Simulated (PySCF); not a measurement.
**Removing the step error of a finite difference**

System: C₄H₁₂BN (SMILES BN(CC)CC), singlet, geometry from GFN2-xTB. Level: CAMB3LYP/6-31G, polarisability (PySCF). Sums are taken with unrounded values, so a last digit can differ.

Second differences of the energy in a field along z gave a polarisability along z of 65.259 bohr³ at step 0.005 and 66.081 bohr³ at step 0.05 (atomic units).

Problem. Extrapolate to zero step.

Solution. The leading error of a symmetric difference goes as h², so A(h) = A0 + c h². Then c = (66.081 - (65.259))/(0.05² - 0.005²) = 332 (atomic units) and A0 = 65.259 - c × 0.005² = 65.251 bohr³. The analytic value from the same program and level is 65.251 bohr³: the smaller step missed it by 0.008, the extrapolation by -0.001.
